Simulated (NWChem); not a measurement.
Species: CdHF; SMILES [F][CdH]

```xyz
3

Cd    -0.2957    -0.1824     0.0000
H     -0.6719    -1.7724     0.0000
F      0.1492     1.6976     0.0000
```
Atoms are numbered in this order, from 1.

Results from NWChem. All runs use the structure optimised with PBE0/def2-SVP. def2 effective core potentials on Cd; no spin-orbit coupling. Field at 589 nm.

Question: Estimate the computed values for B3LYP/def2-SVPD (core potentials). Quantities: isotropic polarisability (bohr³); anisotropy (bohr³).

Answer: The isotropic polarisability (bohr³) comes out as 31.7. The anisotropy (bohr³) comes out as 13.6.
